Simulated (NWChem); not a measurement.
System: Si₂H₆O₂; SMILES O[SiH2][SiH2]O

The following NWChem deck was run.

```
start job
memory heap 200 mb stack 900 mb global 1100 mb
geometry units angstroms noautosym nocenter noautoz
  O      1.090942    -1.533749     0.266802
  Si    -0.545047    -1.209275     0.206434
  Si    -0.526524     1.120712    -0.142604
  O      1.155993     1.282230    -0.151674
  H      1.607225    -0.721035     0.150249
  H     -1.229500    -1.594930     1.478343
  H     -1.212049    -1.952545    -0.905996
  H     -1.139947     1.949618     0.945306
  H     -1.118464     1.592396    -1.436466
  H      1.537282     2.156040    -0.279473
end
basis spherical
  O library 6-31g*
  Si library 6-31g*
  H library 6-31g*
end
dft
  xc hfexch
  iterations 150
  mulliken
end
task dft energy
esp
  recalculate
  probe 0.07
  range 0.3
  factor 1.0
  spacing 0.02
end
task esp
```

Geometry: optimised at PBE0/def2-SVP.

Atomic charges in e: unrestrained fits to the electrostatic potential beside Mulliken populations; buried atoms are poorly determined by the fit.

Atoms are numbered as in the input.

Task: Predict the main results of this run. (Hartree-Fock/6-31G* (spherical d).) Quantities: ESP O1; Mulliken O1; ESP Si2; Mulliken Si2; ESP Si3; Mulliken Si3; ESP O4; Mulliken O4; relative RMS misfit of the potential (%).

Result: 
```json
{
 "ESP O1": "-0.67",
 "Mulliken O1": "-0.93",
 "ESP Si2": "0.67",
 "Mulliken Si2": "0.80",
 "ESP Si3": "0.49",
 "Mulliken Si3": "0.73",
 "ESP O4": "-0.70",
 "Mulliken O4": "-0.94",
 "relative RMS misfit of the potential (%)": "27"
}
```
